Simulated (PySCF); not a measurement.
Working out the excitation energy of Ba

Ba [Xe] 6s2 (1S) → Ba [Xe] 5d2 (3F). All numbers are calculated (PySCF 2.14, a scalar-relativistic core potential, in def2-QZVPPD with the def2 core potential (46 electrons) (7s5p3d2f1g, 60 functions)). Frozen: nothing. Energies in hartree (1 hartree = 27.21139 eV):

```tsv
part	Ba (lower)	Ba (upper)
UHF	-25.095222	-25.009433
MP2 opposite-spin	-0.144861	-0.126456
MP2 same-spin	-0.047191	-0.047051
```

What does Hartree-Fock give?

(-25.009433) − (-25.095222) = 0.085789 hartree = 2.334 eV.

What do MP2 and SCS-MP2 (6/5 opposite-spin, 1/3 same-spin) give?

The opposite-spin parts differ by 0.501 eV and the same-spin parts by 0.004 eV. MP2: 2.334 + (0.501) + (0.004) = 2.839 eV. SCS-MP2: 2.334 + 1.2 × (0.501) + (0.004)/3 = 2.937 eV.
